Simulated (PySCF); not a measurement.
Geometry:
| atom | x (Å) | y (Å) | z (Å) |
| --- | --- | --- | --- |
| C1 | -1.467 | 1.490 | -1.215 |
| C2 | -1.503 | 0.678 | -0.157 |
| C3 | -1.067 | -0.756 | -0.159 |
| C4 | 0.298 | -0.945 | 0.497 |
| C5 | 1.426 | -0.429 | -0.354 |
| O6 | 1.383 | -0.286 | -1.552 |
| O7 | 2.537 | -0.166 | 0.340 |
| Si8 | 3.883 | 0.399 | -0.573 |
| H9 | -1.778 | 2.535 | -1.142 |
| H10 | -1.113 | 1.135 | -2.187 |
| H11 | -1.844 | 1.077 | 0.808 |
| H12 | -1.805 | -1.370 | 0.382 |
| H13 | -1.016 | -1.134 | -1.192 |
| H14 | 0.508 | -2.016 | 0.666 |
| H15 | 0.359 | -0.467 | 1.486 |
| H16 | 4.920 | 0.607 | 0.472 |
| H17 | 3.554 | 1.685 | -1.241 |
| H18 | 4.325 | -0.638 | -1.542 |

Geometry: PBE0-D3(BJ)/def2-SVP; GIAO shifts from PySCF 2.14.0 with density-fitted response routines, gas phase, non-relativistic, averaged over equivalent atoms.

At CAM-B3LYP/pcSseg-1 (193 basis functions, 35 s wall time on 1 thread of an Arm Neoverse V1, shared host):
| atoms | δ (ppm) |
| --- | --- |
| C5 | 184.6 |
| C2 | 147.4 |
| C1 | 131.5 |
| C4 | 36.0 |
| C3 | 29.9 |
| O6 | 456.7 |
| O7 | 204.9 |
| Si8 | -37.0 |
| H11 | 5.82 |
| H10 | 5.67 |
| H9 | 5.38 |
| H16/H17/H18 | 4.67 |
| H14/H15 | 2.27 |
| H12/H13 | 2.23 |

Referencing at the same level of theory: TMS for ¹³C (182.45 ppm), ²⁹Si (343.41 ppm), ¹H (31.33 ppm); ¹⁷O (338.55 ppm) against H2O.

Task: Estimate the result of repeating the calculation with PBE0/pcSseg-1.

Result: 
```tsv
atoms	δ at PBE0/pcSseg-1	change
C5	180.2	-4.4
C2	144.2	-3.2
C1	129.2	-2.3
C4	35.4	-0.6
C3	30.3	+0.4
O6	451.1	-5.6
O7	203.3	-1.6
Si8	-34.4	+2.6
H11	5.86	+0.04
H10	5.71	+0.04
H9	5.44	+0.06
H16/H17/H18	4.75	+0.08
H14/H15	2.31	+0.04
H12/H13	2.28	+0.05
```

Shifts are taken against calculated references (same method and geometry level): ¹³C (σ = 184.41 ppm), ²⁹Si (σ = 351.99 ppm), ¹H (σ = 31.27 ppm) vs TMS; ¹⁷O (σ = 334.56 ppm) against H2O.

The largest change is at O6 (carbonyl oxygen). Cost: 193 basis functions, 37 s wall time on 1 thread of an Arm Neoverse V1, shared host. The order of the carbon signals is the same at both levels.

Unscaled 17O shifts of doubly bonded oxygen tend to come out too high, by tens of ppm or more. Experimental scales use liquid or dissolved standards, which lie at an offset from isolated H2O (liquid H2O: subtract about 36 ppm).
